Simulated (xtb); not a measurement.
AlClH4O3Si, SMILES [Al]([OH])([O][SiH2]Cl)[OH]. All values are semi-empirical tight-binding results from xtb (GFN2-xTB unless named), good for trends rather than for accurate numbers. Coordinates come from a GFN2-xTB optimisation. The structure was generated by enumeration; whether it is a known compound was not checked. One conformer was computed; it need not be the lowest.

For metal compounds this method's bond lengths and energies can be far off.

The orbital gap comes out as 4.18 eV and the zero-point energy is 30.1 kcal/mol. The G − E(el) at 298.15 K (modified RRHO) comes out as 7.7 kcal/mol.
